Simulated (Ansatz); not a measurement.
`[CH3][SnH3]` and `[CH3][SnH2][GaH2]` differ in one atom or group.

Ansatz, PBE0-D4/def2-TZVP geometries, multiplicity 1. 

Elements past krypton have def2 core potentials. Scalar relativity is left out up to krypton.

```json
{"property": "size of the dipole moment (B3LYP/def2-TZVPP) / D", "`[CH3][SnH3]`": "0.79"}
{"property": "zero-point energy (PBE0-D4/def2-TZVP) / kJ/mol", "`[CH3][SnH3]`": "146.9"}
{"property": "HOMO–LUMO gap (PBE/def2-TZVPP) / eV", "`[CH3][SnH3]`": "6.79"}
{"property": "HOMO–LUMO gap (ωB97M-V/def2-TZVPP) / eV", "`[CH3][SnH3]`": "12.12"}
{"property": "HOMO energy (ωB97M-V/def2-TZVPP) / eV", "`[CH3][SnH3]`": "-10.59"}
{"property": "LUMO energy (PBE/def2-TZVPP) / eV", "`[CH3][SnH3]`": "-0.44"}
```

Problem. What does the change do to each property? (Estimate.)

Solution. Ansatz gave: 
| property | `[CH3][SnH2][GaH2]` | shift |
| --- | --- | --- |
| size of the dipole moment (B3LYP/def2-TZVPP) / D | 0.70 | -0.09 |
| zero-point energy (PBE0-D4/def2-TZVP) / kJ/mol | 164.0 | 17.1 |
| HOMO–LUMO gap (PBE/def2-TZVPP) / eV | 3.25 | -3.54 |
| HOMO–LUMO gap (ωB97M-V/def2-TZVPP) / eV | 8.69 | -3.43 |
| HOMO energy (ωB97M-V/def2-TZVPP) / eV | -9.14 | 1.45 |
| LUMO energy (PBE/def2-TZVPP) / eV | -2.91 | -2.47 |

With PBE0 the HOMO rises by 1.25 eV and the LUMO falls by 2.42 eV, so the gap narrows by about 3.67 eV. PBE moves the HOMO by 1.07 eV and ωB97M-V by 1.45 eV. The zero-point energy changes by 17.1 kJ/mol with +6 modes. Dipoles are sizes alone; their direction can turn.

B3LYP here is the variant with VWN-RPA as its local correlation; programs differ in this.
